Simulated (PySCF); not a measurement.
Species: C4H5FN2S.
SMILES with atom numbers: `[CH3:1][c:2]1[n:3][c:4]([CH2:5][F:6])[n:7][s:8]1` (hydrogens: H9, H10, H11 on C1; H12, H13 on C5)

Structure optimised with GFN2-xTB, isolated species.

(1) Give the optimised bond lengths and angles.

Results:

(1) 
| bond | length (Å) | order |
| --- | --- | --- |
| C1–C2 | 1.476 | single |
| C2–N3 | 1.291 | aromatic |
| N3–C4 | 1.350 | aromatic |
| C4–C5 | 1.493 | single |
| C5–F6 | 1.375 | single |
| C4–N7 | 1.306 | aromatic |
| N7–S8 | 1.626 | aromatic |
| C2–S8 | 1.754 | aromatic |
| C1–H9, C1–H10, C1–H11 | 1.088 | single |
| C5–H12, C5–H13 | 1.093 | single |

Bonds in one row agree within 0.01 Å and their mean is given. Orders are formal, as drawn. A selection of angles:
| angle | degrees |
| --- | --- |
| C1–C2–N3 | 125.8 |
| C1–C2–S8 | 123.5 |
| N3–C2–S8 | 110.7 |
| C2–N3–C4 | 110.4 |
| N3–C4–C5 | 120.9 |
| N3–C4–N7 | 117.9 |
| C5–C4–N7 | 121.2 |
| C4–C5–F6 | 110.4 |
| C4–N7–S8 | 110.1 |
| C2–S8–N7 | 90.9 |

Torsions: N3–C4–C5–F6 -87° (synclinal). The mirror-image conformer, all signs reversed, is as good.

The C–N distances run from 1.291 Å (C2–N3, aromatic) to 1.350 Å (N3–C4, aromatic), a spread of 0.059 Å. N7 (pyridine-type nitrogen) is bent (angle 110.1°). The 5-membered ring C2–N3–C4–N7–S8 has internal angles of 90.9° to 117.9°; it is planar, 0.00 Å rms from its mean plane, widest ring torsion 0°.

Point group: C1 (no symmetry element, even within 0.4 Å). Not checked by GFN2-xTB frequencies. One conformer, not necessarily the lowest.

The numbers are calculated, not measured.
